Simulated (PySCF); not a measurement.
ethylmethylamine (C₃H₉N), SMILES CCNC. Atoms are numbered in the order given.

```xyz
13

C     -1.8847    -0.0928     0.2592
C     -0.4820    -0.5212    -0.1518
N      0.4880     0.5291     0.1005
C      1.8469     0.1783    -0.2570
H     -2.1739     0.8319    -0.2635
H     -2.6238    -0.8755     0.0281
H     -1.9374     0.1031     1.3441
H     -0.2210    -1.4808     0.3555
H     -0.4661    -0.7452    -1.2342
H      0.4454     0.8037     1.0816
H      2.5324     0.9994     0.0055
H      1.9200     0.0264    -1.3477
H      2.2271    -0.7519     0.2248
```
Charge 0, spin multiplicity 1.

Geometry: B3LYP-D3(BJ)/def2-SVP. The values are those of a single conformer.

The numbers are results of PySCF 2.14.0 with B3LYP-D3(BJ)/def2-SVP, not measurements.

Harmonic, unscaled wavenumbers; measured fundamentals usually lie a few per cent lower.

```csv
mode,ν (cm⁻¹),IR (km/mol),moving atoms (share of kinetic energy)
1,125,1.6,"H 41 %, C 38 %, N 20 %"
2,231,0.5,H 95 %
3,272,1.2,"H 50 %, C 33 %, N 17 %"
4,286,2.3,"H 75 %, C 14 %, N 11 %"
5,455,1.1,"C 55 %, H 31 %, N 14 %"
6,758,100.6,"H 76 %, N 15 %, C 9 %"
7,818,0.5,"H 91 %, C 8 %"
8,894,1.7,"H 62 %, C 28 %, N 10 %"
9,1038,10.3,"H 53 %, C 40 %"
10,1056,4.8,"H 53 %, C 43 %"
11,1108,3.4,"H 71 %, C 28 %"
12,1164,17.9,"H 45 %, C 32 %, N 23 %"
13,1197,33.7,"H 37 %, C 32 %, N 31 %"
14,1236,5.6,"H 48 %, C 36 %, N 16 %"
15,1296,5.6,"H 84 %, C 9 %"
16,1371,8.8,"H 78 %, C 21 %"
17,1405,17.8,"H 71 %, C 28 %"
18,1443,1.0,"H 86 %, C 13 %"
19,1458,12.7,H 93 %
20,1463,6.5,H 93 %
21,1474,4.6,H 97 %
22,1479,1.5,"H 88 %, C 9 %"
23,1504,12.4,H 90 %
24,1506,12.7,"H 88 %, C 8 %"
25,2892,86.9,H 93 %
26,2916,134.1,H 95 %
27,3024,12.6,H 96 %
28,3029,40.3,H 93 %
29,3047,41.1,H 93 %
30,3102,34.2,"H 91 %, C 9 %"
31,3103,29.1,"H 91 %, C 9 %"
32,3125,23.1,"H 90 %, C 10 %"
33,3510,0.1,H 93 %
```
